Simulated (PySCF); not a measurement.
How the method changes the constants of SbO⁺

State: ¹Σ⁺ (singlet), closed shell. Set-up: Sb def2-SVPD with ECP28, O def2-SVPD; scalar-relativistic core potentials (PySCF 2.14). De refers to Sb⁺ + O in their high-spin ground configurations, without counterpoise correction. A positive dipole points towards O; it is taken about the centre of mass and depends on that origin. Levels whose curve was spin-contaminated or gave no clean fit are not listed.

```
      Level  Re (Å)  ωe (cm⁻¹)  De (eV)  μ (D)  CPU s a point (SCF and correlation, without the integrals)
        RHF   1.741       1081     0.59  -4.65                                                       0.096
   RHF-CCSD   1.796        932     4.12    n/a                                                         n/a
RHF-CCSD(T)   1.825        842     4.66    n/a                                                         3.4
        PBE   1.816        879     5.57  -3.32                                                        0.81
     revPBE   1.821        871     5.22  -3.33                                                           1
       PW91   1.814        880     5.60  -3.32                                                        0.67
     r²SCAN   1.795        925     4.96  -3.44                                                         1.8
       PBE0   1.784        954     4.57  -3.70                                                         1.2
    LC-ωPBE   1.763       1012     4.39  -3.86                                                        0.95
     B2PLYP   1.830        812     5.13  -4.30                                                        0.81
```

The bond length runs from 1.741 Å (RHF) to 1.830 Å (B2PLYP). De spans 0.59 eV (RHF, mean field) to 5.60 eV (PW91, GGA). Correlation at CCSD(T) changes the Hartree–Fock bond energy by +4.07 eV; the triples alone change it by +0.54 eV.

Correlated steps freeze 5 core orbitals. Correlated levels converge slowly with the basis: in double zeta they bind strong bonds too weakly, by up to about 1 eV, and carry superposition errors of some tenths. These are scalar-relativistic numbers at best; spin–orbit coupling would shift them, the dissociation energy most. For an ion De counts to the pair picked by the measured ionisation energies or electron affinities, which need not be the lowest pair at this level. Where the molecule has an RHF reference, its open-shell atoms are computed with UHF. B2PLYP dipoles, levels and charges come from its SCF part alone. The CCSD T1 diagnostic is raised, a sign that a single reference may not be enough here.

The whole job (state search and all levels along the bond) took about 2.9 min on 1 thread of Arm Neoverse V1 (shared host), peak memory 0.75 GiB.
